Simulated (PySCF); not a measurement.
# Computed records: B₂ClH₃

All values are calculated (PySCF 2.14.0). Calculation on a computer-drawn molecule: the log of a Hartree-Fock and frozen-core CCSD(T) single point meant for a local Hartree-Fock minimum, with one planted fault or none, to be diagnosed. Offsets are logged minus clean, where the clean run is the same molecule without the fault. The reference is restricted for singlets and unrestricted otherwise, and also for a bond in bohr or an excited solution. Adding or removing an electron swaps singlet and doublet. The excited solution moves the top pair (singlet) or top alpha electron (doublet) to the lowest empty orbital. Highest occupied and lowest empty are orbital energies over both spins, largest force is the largest gradient component, triples share is (T) over the correlation energy, the T1 limit is 0.02 restricted and 0.045 unrestricted, electrons count all cores, a negative frequency is imaginary (commonest isotopes), and the dipole is about the centre of nuclear charge.

Common to all runs: meant charge 0; meant multiplicity 1; meant basis cc-pV(D+d)Z; logged electrons 30; logged SCF converged yes; logged spin squared 0; logged CC converged yes; logged SCF stable within its kind yes; possible faults no fault, one electron removed, one electron added, multiplicity raised by two, geometry at a saddle point, SCF held on an excited solution, minimal basis STO-3G, one bond length entered in bohr, all coordinates scaled.

```json
{"entry": 1, "formula": "B2ClH3", "logged_structure": {"atoms_angstrom": [["B", -0.9312, 0.0598, 0.0], ["B", 0.813, 0.1182, 0.0], ["Cl", 1.7523, -1.38, 0.0], ["H", -1.5825, 1.0688, 0.0], ["H", -1.5195, -0.9856, 0.0], ["H", 1.468, 1.1188, 0.0]]}, "given": {"logged_basis_functions": 66, "logged_highest_occupied [eV]": -11.192, "logged_lowest_empty [eV]": 0.28706, "logged_largest_force [hartree/bohr]": 1.9086e-05, "logged_lowest_frequency [cm^-1]": -296.14, "logged_T1_diagnostic": 0.013988, "logged_D1_diagnostic": 0.050389, "logged_triples_share": 0.024807, "logged_dipole_magnitude [debye]": 1.12, "logged_energy_HF [hartree]": -510.60831, "logged_energy_CCSD(T) [hartree]": -510.95893, "drawn_bonds_atom": [1, 2, 1, 1, 2], "drawn_bonds_other_atom": [2, 3, 4, 5, 6], "drawn_bonds_order": [1, 1, 1, 1, 1]}, "results": {}}
{"entry": 2, "formula": "B2ClH3", "logged_structure": {"atoms_angstrom": [["B", 0.1324, 1.0005, 0.1291], ["B", 0.4459, 1.3269, -1.5015], ["Cl", 1.7904, 2.4106, -1.9121], ["H", -0.6187, 1.6863, 0.768], ["H", 0.6541, 0.0755, 0.69], ["H", -0.1687, 0.8851, -2.4279]]}, "given": {"logged_basis_functions": 22, "logged_highest_occupied [eV]": -9.8433, "logged_lowest_empty [eV]": 5.8216, "logged_largest_force [hartree/bohr]": 0.019142, "logged_T1_diagnostic": 0.012399, "logged_D1_diagnostic": 0.0457, "logged_triples_share": 0.018621, "logged_dipole_magnitude [debye]": 1.8528, "logged_energy_HF [hartree]": -505.06535, "logged_energy_CCSD(T) [hartree]": -505.16675, "drawn_bonds_atom": [1, 2, 1, 1, 2], "drawn_bonds_other_atom": [2, 3, 4, 5, 6], "drawn_bonds_order": [1, 1, 1, 1, 1]}, "results": {}}
```

**Q.** Give the missing planted fault for B₂ClH₃ (entry 1).
**A.** geometry at a saddle point

**Q.** Which fault was planted in the run of B₂ClH₃ (entry 2)?
**A.** minimal basis STO-3G

Further results for B₂ClH₃ (entry 1):

| Item | Value |
| --- | --- |
| HF energy offset from clean run | 6.872 kcal/mol |
| CCSD(T) energy offset from clean run | 6.596 kcal/mol |

Further results for B₂ClH₃ (entry 2):

| Item | Value |
| --- | --- |
| HF energy offset from clean run | 3485 kcal/mol |
| CCSD(T) energy offset from clean run | 3641 kcal/mol |
